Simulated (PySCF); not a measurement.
## How methods differ on the ionisation energy of Re²⁺

Re²⁺ [Xe] 4f14 5d5 (6S) → Re³⁺ [Xe] 4f14 5d4 (5D), as a difference of total energies. Computed with PySCF 2.14 in def2-SVP with the def2 core potential (60 electrons) (6s3p2d1f, 32 functions), with scalar relativity through the core potential. Correlated levels: valence: 5s2 5p6 frozen. The calculations carry no spin-orbit coupling.

| method | ionisation energy (eV) |
| --- | --- |
| UHF | 27.348 |
| BP86 | 28.402 |
| r2SCAN | 28.391 |
| MP2 (valence) | 27.734 |
| SCS-MP2 (valence) | 27.476 |

Task: How much does correlation contribute at MP2 (valence)?

Result: 27.734 − (27.348) = 0.386 eV, measured against UHF.

The reference lies between the lowest fine-structure levels, while these numbers refer to the centres of the terms.

Errors of the correlated levels include the incompleteness of this basis and the frozen core.

For comparison: 27 ± 1.6 eV (theoretical estimate listed by NIST; NIST Atomic Spectra Database, ionization energies).
